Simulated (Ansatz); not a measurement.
Basis-set extrapolation for CH6ClNSi (`NC[SiH2]Cl`) (PBE0-D4/def2-TZVP geometry, frozen core, the Gaussian-basis code of Ansatz). Multiplicity 1, RHF reference.

|  | def2-TZVPP | def2-QZVPP |
| --- | --- | --- |
| HF | -844.352725 | -844.379429 |
| MP2 correlation | -0.704815 | -0.760906 |
| CCSD(T) correlation | -0.784557 | not run |

Energies in hartree. Use E(X) = E(∞) + A·exp(−7.88·√X) for Hartree–Fock and E(X) = E(∞) + B·X^(−2.97) for correlation, with X = 3 and 4, and add CCSD(T) minus MP2 of the smaller set to the MP2 limit.

What is the CCSD(T) energy at the basis-set limit?

HF limit: -844.379429 + (-0.026704) × 0.13774 = -844.38311. MP2 limit: -0.760906 + (-0.056091) × 0.74074 = -0.80245. Higher-order term: -0.784557 − (-0.704815) = -0.07974. Total: -845.26530 hartree, 336.1 kJ/mol below CCSD(T)/def2-TZVPP.
